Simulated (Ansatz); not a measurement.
Coupled-cluster run, Al3H3OS (`[OH][AlH][Al]1[AlH][S]1`).

```yaml
crystal:
  periodic: [false, false, false]
  atoms:
    - {symbol: O, position_ang: [0.084242, 2.912472, 0.883029]}
    - {symbol: Al, position_ang: [0.460761, 1.914388, -0.438496]}
    - {symbol: Al, position_ang: [-0.124237, -0.605363, -0.364018]}
    - {symbol: Al, position_ang: [-0.811504, -2.915795, -0.368175]}
    - {symbol: S, position_ang: [1.030583, -2.234423, 0.640144]}
    - {symbol: H, position_ang: [-0.296028, 2.604967, 1.703723]}
    - {symbol: H, position_ang: [1.121587, 2.659852, -1.670672]}
    - {symbol: H, position_ang: [-1.373304, -4.393197, -0.441437]}
basis:
  gaussian: {orbitals: def2-SVP}
correlation: {method: ccsd_t}
```

```sh
$ ansatz run in.yaml --threads 2 --pin off --events-out ev --progress --plain --max-ram 4352MiB
```

The program prints (abridged):

```
Functional definition: HF
917 factors; integrals over basis functions are off by at most 1.1e-3 eV
mean field evaluation 1: about -32637.6768 eV, gradient 4.1e1 eV
mean field evaluation 2: about -32637.6883 eV, gradient 4.1e1 eV
mean field evaluation 4: about -32642.0598 eV, gradient 3.0e0 eV
mean field evaluation 8: about -32642.1250 eV, gradient 4.8e-4 eV
mean field -32642.12499728 eV, -1199.5759680231 hartree, gradient 3.1e-6 eV, S^2 0.000000; 0 other end points of the search recorded, 0 dependent functions left out
21 core orbitals not correlated: weight in the atoms' cores, before any rotation towards them, 1.000 or more for the frozen orbitals, at most 0.000 for the correlated occupied ones
reference -32642.12499728 eV, -1199.5759680231 hartree; 12, 12 occupied and 68, 68 virtual orbitals, 917 factors
second order -13.15677625 eV of doubles, -0.00000000 eV of singles
cycle   1  -13.84667131 eV  change   -6.9e-1 eV  update   1.2e-1
cycle   2  -14.28742766 eV  change   -4.4e-1 eV  update   3.8e-2
cycle   3  -14.41300602 eV  change   -1.3e-1 eV  update   2.4e-2
cycle   4  -14.40639952 eV  change    6.6e-3 eV  update   7.1e-3
cycle   5  -14.40237581 eV  change    4.0e-3 eV  update   3.3e-3
cycle   6  -14.40313361 eV  change   -7.6e-4 eV  update   1.2e-3
cycle   7  -14.40298241 eV  change    1.5e-4 eV  update   4.5e-4
cycle   8  -14.40285148 eV  change    1.3e-4 eV  update   1.9e-4
cycle   9  -14.40290799 eV  change   -5.7e-5 eV  update   8.7e-5
cycle  10  -14.40293282 eV  change   -2.5e-5 eV  update   3.8e-5
cycle  11  -14.40290832 eV  change    2.4e-5 eV  update   1.9e-5
perturbative correction -0.46867188 eV, -0.0172233740 hartree
Total energy: -32656.99657748 eV, -1200.1224885152 hartree
```

Hardware: 2 threads of an Arm Neoverse V1 on a shared host. Wall time 4.3 s, peak host memory 0.3 GiB.

Correlation energy per correlated electron: -0.620 eV. T1 diagnostic: 0.0189.
